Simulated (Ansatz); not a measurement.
Several settings on one geometry of Au(NH3)Cl (AuNClH3) (that of the charge 0 singlet, PBE0-D4/def2-TZVP). Ansatz on 4 threads of Arm Neoverse V1 on a shared host; times are rough.

```xyz
6

Au   -0.006    0.001   -1.199
N     0.005    0.000    0.886
H    -0.411    0.850    1.251
H     0.952   -0.065    1.243
H    -0.522   -0.787    1.251
Cl   -0.018    0.002   -3.431
```

Totals from different functionals, basis sets or treatments of relativity can't be compared as stabilities.

In the def2 sets Au takes a core potential; there is no spin–orbit coupling. HSE06 is defined as in plane-wave codes, on full-range PBE exchange.

The spins typed aren't always the lowest for that charge.

Give the basis size and estimate the energy, ⟨S²⟩ and time of these runs.

| run | method | charge | state | further keys |
| --- | --- | --- | --- | --- |
| 1 | ROKS HSE06-D3(BJ)/def2-SVP | -1 | doublet | scf: {lower_state_search: off}; forces asked |
| 2 | ROKS r2SCAN0-D3(BJ)/def2-mTZVP | 1 | doublet | scf: {omitted_lower_state_checks: [starts]} |
| 3 | UKS PBE-D4/def2-SVPD | 1 | doublet | scf: {omitted_lower_state_checks: [starts]} |


```json
{"run": "1", "functions": "79", "energy (Eh)": "-652.1026", "⟨S²⟩": "–", "wall time": "1.4 s"}
{"run": "2", "functions": "86", "energy (Eh)": "-652.1759", "⟨S²⟩": "–", "wall time": "34 s"}
{"run": "3", "functions": "106", "energy (Eh)": "-651.8405", "⟨S²⟩": "0.75", "wall time": "12 s"}
```

The highest occupied level of an anion often lies above zero with these methods, and sets without diffuse functions describe the outer electron poorly.
